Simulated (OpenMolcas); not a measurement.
# A ladder of methods for GaNH2ClF (SMILES [NH2][Ga]([F])[Cl])

The species is GaNH2ClF (6 atoms), meant as a singlet with charge 0. As SMILES, `[NH2][Ga]([F])[Cl]`. The shape is that of a PBE0-D4/def2-TZVP optimisation.

Quantity: the vertical ionisation energy (to the doublet cation), in eV. The values are calculated.

```csv
level,kind,program,value (eV),less CCSD(T)/6-31G*,CPU time (all runs)
BLYP/6-31G* (spherical functions),GGA,OpenMolcas,9.94,-0.21,94 s
revPBE/6-31G* (spherical functions),GGA,OpenMolcas,10.05,-0.10,2 min
M06-L/6-31G* (spherical functions),meta-GGA,OpenMolcas,10.27,+0.12,2 min
TPSS/6-31G* (spherical functions),meta-GGA,OpenMolcas,10.09,-0.06,2.8 min
B3LYP/6-31G* (spherical functions),global hybrid,OpenMolcas,10.37,+0.22,86 s
M06-2X/6-31G* (spherical functions),hybrid meta-GGA,OpenMolcas,10.65,+0.50,1.7 min
B3LYP/6-31G* (Cartesian functions),global hybrid,OpenMolcas,10.36,+0.21,98 s
"CCSD(T)/6-31G* (spherical functions), open shells restricted",coupled cluster or CI,OpenMolcas,10.15,0.00,2.5 min
```

CCSD(T)/6-31G* (spherical functions), open shells restricted is the highest level here, not the true value. All-electron rows without a relativistic Hamiltonian named are non-relativistic. The values span 9.94 to 10.65 eV. In the correlated wave-function rows the outer d shell of Ga is correlated, in sets not made for it. CPU times are rough (shared hosts, several kinds of processor): they show what a rung costs within a factor of a few.
